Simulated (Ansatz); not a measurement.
Consider the isomerisation: `[CH]1=N[CH2][GeH2]1` → `N=[C]1[CH2][GeH2]1`.

Computed with Ansatz on PBE0-D4/def2-TZVP structures; ΔE is electronic, products minus reactants. CCSD(T)/CBS adds triple-zeta CCSD(T) − MP2 to the extrapolated MP2 energy (def2 sets, frozen cores). DFT in def2-TZVPP. For Ge outer-core shells are correlated without core-valence functions, which leaves a few kJ/mol of doubt a bond. Scalar relativity is left out up to krypton. Each species was taken in one conformer, which may not be the lowest.

`[CH]1=N[CH2][GeH2]1`:

```xyz
9

C     1.234   -0.375    0.379
N     0.345   -0.491    1.286
C    -0.917   -0.035    0.677
Ge    0.051    0.327   -1.029
H     2.273   -0.648    0.562
H    -1.665   -0.829    0.672
H    -1.328    0.823    1.213
H    -0.234   -0.555   -2.262
H     0.243    1.783   -1.497
```

`N=[C]1[CH2][GeH2]1`:

Cartesian coordinates in Å:
```
N -0.790 -0.449 -1.822
C -0.255 -0.181 -0.722
C -0.600 0.211 0.677
Ge 1.349 0.022 0.330
H -1.812 -0.378 -1.752
H -1.010 1.210 0.815
H -1.094 -0.544 1.286
H 2.168 1.307 0.258
H 2.044 -1.196 0.931
```

```
  level  ΔE (kJ/mol)
 B97M-V         49.8
ωB97X-V         63.7
```

(1) What does CCSD(T)/CBS give? (An estimate is asked.)

Largest T1 diagnostic among the species: 0.013.

## Answers

(1) The calculation gave: +59.9 kJ/mol. The listed levels differ from it by -10.1, 3.8 kJ/mol.

Leaving LDA and LC-ωPBE aside and taking each functional with its dispersion term where it has one, the values, not all of them listed here, spread over 16.0 kJ/mol, from PBE-D4 to ωB97X-V. From r2SCAN to r2SCAN0 (25 % exact exchange), in def2-TZVPP and without D4, ΔE moves by +4.9 kJ/mol.
